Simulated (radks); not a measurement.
Q: The cerium ion Ce12+, configuration [Kr] 4d10. Method: scalar-relativistic Kohn-Sham, PBE, spin-polarised, spherical densities, finite nucleus; Fermi nuclear charge, rms radius 4.8771 fm; computed with a radial shooting solver on a logarithmic mesh with Libxc functionals. Some entries of the table are withheld. Estimate them.

orbital  occ.  eigenvalue (hartree)  <r^2> (bohr^2)  <1/r> (bohr^-1)
1s          2             -1487.183       0.0008209            63.34
2s          2             -244.2645         0.01306            14.60
2p          6             -219.5477         0.01041            13.83
3s          2             -58.29451         0.08858            5.304
3p          6             -50.43010         0.08856              (1)
3d         10             -39.26011         0.07560            4.764
4s          2             -17.35290          0.4474            2.237
4p          6             -14.75063             (2)            2.074
4d         10             -10.98370          0.5894            1.841

A: 
(1) 3p <1/r> (bohr^-1): 5.023
(2) 4p <r^2> (bohr^2): 0.4990
